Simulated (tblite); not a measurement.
Compound: C4H9N3SSi2.
Numbering: `[CH3:1][NH:2][Si@@:3]([C:4]#[N:5])([SiH2:6][C:7]#[N:8])[S:9][CH3:10]` (hydrogens: H11, H12, H13 on C1; H14 on N2; H15, H16 on Si6; H17, H18, H19 on C10)

Computed geometry: GFN2-xTB, gas phase.

Give the optimised bond lengths and angles.

| bond | length (Å) |
| --- | --- |
| C1–N2 | 1.450 |
| N2–Si3 | 1.720 |
| Si3–C4 | 1.879 |
| C4≡N5 | 1.146 |
| Si3–Si6 | 2.327 |
| Si6–C7 | 1.870 |
| C7≡N8 | 1.147 |
| Si3–S9 | 2.162 |
| S9–C10 | 1.817 |
| C1–H11, C1–H12, C1–H13 | 1.090 |
| N2–H14 | 1.011 |
| Si6–H15 | 1.464 |
| Si6–H16 | 1.466 |
| C10–H17, C10–H18, C10–H19 | 1.085 |

Bonds in one row agree within 0.01 Å and their mean is given. A selection of angles:
| angle | degrees |
| --- | --- |
| N2–C1–H11 | 108.7 |
| N2–C1–H12 | 112.3 |
| H11–C1–H12 | 108.4 |
| H11–C1–H13 | 108.7 |
| C1–N2–Si3 | 122.8 |
| C1–N2–H14 | 111.5 |
| Si3–N2–H14 | 117.6 |
| N2–Si3–C4 | 102.7 |
| N2–Si3–Si6 | 121.3 |
| N2–Si3–S9 | 106.2 |
| C4–Si3–Si6 | 109.2 |
| C4–Si3–S9 | 105.6 |
| Si6–Si3–S9 | 110.6 |
| Si3–C4–N5 | 177.3 |
| Si3–Si6–C7 | 103.4 |
| Si3–Si6–H15 | 116.8 |
| Si3–Si6–H16 | 114.7 |
| C7–Si6–H15 | 104.8 |
| C7–Si6–H16 | 104.1 |
| H15–Si6–H16 | 111.3 |
| Si6–C7–N8 | 177.2 |
| Si3–S9–C10 | 100.4 |
| S9–C10–H17 | 109.7 |
| S9–C10–H18 | 106.6 |
| H17–C10–H18 | 110.3 |
| H17–C10–H19 | 110.6 |

Dihedral angles: C1–N2–Si3–C4 -62° (synclinal); N2–Si3–Si6–C7 -9° (synperiplanar); N2–Si3–S9–C10 60° (synclinal).

S9 (sulfur bonded to C and Si) is bent (angle 100.4°). Si3 (four-coordinate silicon) is distorted tetrahedral (angles from 102.7° to 121.3°). Of the pairs four or more bonds apart, C4···H19 is among the closest relative to their van der Waals radii: 2.84 Å, 98 % of the sum of Bondi's values. Si6 (SiH2 silicon) is distorted tetrahedral (angles from 103.4° to 116.8°). The 3 C–N bonds span 1.146 Å (C4≡N5, drawn triple) to 1.450 Å (C1–N2, drawn single), a spread of 0.304 Å. N2 (silicon-bound nitrogen) has angles 122.8°, 117.6° and 111.5°, sum 352.0°, 0.22 Å off the plane of its three neighbours.

Point group: C1 (no symmetry element, even within 0.4 Å). Its GFN2-xTB frequencies are all real (lowest 17 cm⁻¹). The numbers are those of one conformer. 3 starts were optimised and ended at 0.00, 0.41 and 1.03 kcal/mol (GFN2-xTB); the lowest of these is shown.

Hardware: one thread, Arm Neoverse V2 (aarch64), no GPU, on a shared host. Cost: 2.9 s. That covers the optimisation of the geometry.
